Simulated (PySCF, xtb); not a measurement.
ClRb, SMILES [Cl][Rb] (connectivity only; charge and spin as stated), charge -1, multiplicity 2.

Harmonic wavenumbers (cm⁻¹) from GFN2-xTB (xtb 6.7.1) at its own minimum, in rising order: 68.

Q: What does PBE0-D3(BJ)/def2-TZVPD run with PySCF 2.14.0 give at its own minimum? (The exact figures need the calculation; the answer reports its results.)

A: 170. Paired by order, the mean absolute difference is 101 cm⁻¹ and the zero-point energies are 0.1 and 0.2 kcal/mol.
